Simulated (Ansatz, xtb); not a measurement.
## Relative energy of two isomers of C3H9NO3Si

Structure a is `CCO[Si@H](O)NC=O`, a singlet and structure b is `CO[SiH](NC=O)OC`, a singlet. Both are isolated molecules in the gas phase, relaxed with PBE0-D3(BJ)/def2-SVP; each stands in its lowest conformer found.

Quicker runs give these differences E(b) − E(a): GFN2-xTB +36.9 kJ/mol; HF/STO-3G +21.8 kJ/mol (at GFN2-xTB geometries); r2SCAN-D4/def2-SVP +68.2 kJ/mol (at GFN2-xTB geometries).

Estimate E(b) − E(a) at the level CCSD(T)/def2-SVP + ΔMP2/def2-TZVPP.

Calculated at CCSD(T)/def2-SVP + ΔMP2/def2-TZVPP: E(b) − E(a) = +72.7 kJ/mol, so structure a lies lower.

How the difference moves with the method:

| level | geometry | E(b) − E(a) (kJ/mol) | departure from the last row (kJ/mol) | job, with rough time for the two |
| --- | --- | --- | --- | --- |
| GFN2-xTB | GFN2-xTB | +36.9 | −35.8 | optimisation, 1.4 s |
| HF/STO-3G | GFN2-xTB | +21.8 | −50.9 | single point, 0.47 s |
| r2SCAN-D4/def2-SVP | GFN2-xTB | +68.2 | −4.5 | single point, 4.5 s |
| PBE0-D3(BJ)/def2-SVP | PBE0-D3(BJ)/def2-SVP | +72.3 | −0.4 | optimisation, 2.7 min |
| HF/def2-SVP | PBE0-D3(BJ)/def2-SVP | +53.8 | −18.8 | part of the CCSD(T) run |
| MP2/def2-SVP | PBE0-D3(BJ)/def2-SVP | +75.5 | +2.8 | part of the CCSD(T) run |
| CCSD(T)/def2-SVP | PBE0-D3(BJ)/def2-SVP | +69.4 | −3.3 | single point |
| CCSD(T)/def2-SVP + ΔMP2/def2-TZVPP | PBE0-D3(BJ)/def2-SVP | +72.7 |  | single point, 2.1 min |

As drawn, b has 1 C–O, 1 C–H in place of 1 C–C, 1 O–H.

The levels shown agree on the order. The largest departure from CCSD(T)/def2-SVP + ΔMP2/def2-TZVPP is that of HF/STO-3G, 50.9 kJ/mol. The last row adds to CCSD(T) the change of the MP2 difference between the two basis sets, here +3.3 kJ/mol.

With thermal terms from frequencies at re-optimised GFN2-xTB minima (ideal gas, soft modes damped towards free rotors, one conformer each, 298.15 K, 1 atm): on the last row, ΔE + ΔZPE = +71.5, ΔH = +72.5, ΔG = +70.0 kJ/mol.

The correlated steps freeze 12 core orbitals. Mirror images aren't counted in ΔG. Programs: Ansatz 0.2.0, xtb 6.7.1; the last row on 4 threads of Arm Neoverse V2 on a shared host.
